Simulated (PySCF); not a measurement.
## Partial charges of `[SiH3]C1CCSCC1`

Species: C₅H₁₂SSi.
Cartesian coordinates in Å at the GFN2-xTB level; atoms count from 1:
```
atom  x, y, z in Å
Si1   -2.037   -0.553    1.268
C2    -0.319   -0.083    0.579
C3    -0.395    1.195   -0.259
C4     0.973    1.672   -0.721
S5     1.748    0.468   -1.844
C6     1.697   -0.944   -0.698
C7     0.277   -1.230   -0.239
H8    -2.946   -0.812    0.151
H9    -2.537    0.561    2.074
H10   -1.898   -1.755    2.091
H11    0.357    0.111    1.422
H12   -0.857    1.993    0.329
H13   -1.022    1.021   -1.137
H14    0.897    2.599   -1.289
H15    1.648    1.823    0.123
H16    2.114   -1.787   -1.248
H17    2.349   -0.711    0.147
H18    0.287   -2.144    0.363
H19   -0.346   -1.416   -1.117
```

Density: PBE0/pcSseg-1 (PySCF); schemes: Mulliken, IAO, Hirshfeld and ESP-fitted. Isolated species at its GFN2-xTB geometry (one conformer only).

**Question.** Which atoms carry the highest charge in the Mulliken, IAO, Hirshfeld and ESP-fitted schemes?

**Answer.** The schemes don't all agree: Mulliken Si1 (+0.527); IAO Si1 (+0.592); Hirshfeld Si1 (+0.312); ESP-fitted H16 (+0.206).

**Question.** At which atom do the 4 schemes differ most?

**Answer.** At C2: from -0.555 (Mulliken) to -0.107 e (Hirshfeld), 0.448 e apart.

**Question.** Tabulate the Mulliken, IAO, Hirshfeld and ESP-fitted charges.

**Answer.** In e:

| atom | environment | Mulliken | IAO | Hirshfeld | ESP-fitted |
| --- | --- | --- | --- | --- | --- |
| Si1 | SiH3 silicon | +0.527 | +0.592 | +0.312 | +0.198 |
| C2 | sp3 carbon bound to silicon | -0.555 | -0.367 | -0.107 | -0.132 |
| C3 | ring CH2 carbon | -0.179 | -0.257 | -0.076 | -0.007 |
| C4 | sp3 carbon bound to sulfur | -0.298 | -0.337 | -0.073 | -0.340 |
| S5 | sulfide sulfur | -0.027 | +0.052 | -0.021 | -0.187 |
| C6 | sp3 carbon bound to sulfur | -0.298 | -0.337 | -0.073 | -0.374 |
| C7 | ring CH2 carbon | -0.179 | -0.257 | -0.076 | +0.014 |
| H8 | Si–H hydrogen | -0.075 | -0.118 | -0.075 | -0.062 |
| H9 | Si–H hydrogen | -0.086 | -0.118 | -0.078 | -0.065 |
| H10 | Si–H hydrogen | -0.086 | -0.118 | -0.078 | -0.065 |
| H11 | methine hydrogen | +0.135 | +0.129 | +0.033 | +0.111 |
| H12 | methylene hydrogen | +0.129 | +0.133 | +0.038 | +0.036 |
| H13 | methylene hydrogen | +0.130 | +0.137 | +0.034 | +0.074 |
| H14 | methylene hydrogen | +0.157 | +0.158 | +0.047 | +0.193 |
| H15 | methylene hydrogen | +0.144 | +0.139 | +0.037 | +0.148 |
| H16 | methylene hydrogen | +0.157 | +0.158 | +0.047 | +0.206 |
| H17 | methylene hydrogen | +0.144 | +0.139 | +0.037 | +0.152 |
| H18 | methylene hydrogen | +0.129 | +0.133 | +0.038 | +0.032 |
| H19 | methylene hydrogen | +0.130 | +0.137 | +0.034 | +0.068 |

Mean size of the charges over all atoms: IAO 0.201 e, Mulliken 0.188 e, ESP-fitted 0.130 e, Hirshfeld 0.069 e. Each set sums to the total charge, 0, to within 0.002 e. The Hirshfeld scheme divides the density at each point in proportion to the densities of the neutral, spherically averaged free atoms. The IAO scheme projects the occupied orbitals on a minimal set of polarised atomic orbitals and counts the electrons in each atom's part of it.

**Question.** How many electrons does the ESP-fitted scheme count on Si1?

**Answer.** Z − q = 14 − (+0.198) = 13.802.

**Question.** How closely do the schemes follow one another over all atoms?

**Answer.** Correlation coefficient and root-mean-square difference: Mulliken with IAO 0.97, 0.058 e; IAO with Hirshfeld 0.93, 0.155 e; Mulliken with Hirshfeld 0.89, 0.156 e; Mulliken with ESP-fitted 0.77, 0.148 e; IAO with ESP-fitted 0.77, 0.153 e; Hirshfeld with ESP-fitted 0.65, 0.125 e.

The run behind these numbers computed NMR shieldings as well. On one thread, AMD EPYC (x86_64), no GPU, shared host with 64 logical CPUs at a one-minute load of 59, this took 63 s wall and 0.87 GiB of memory at its peak.
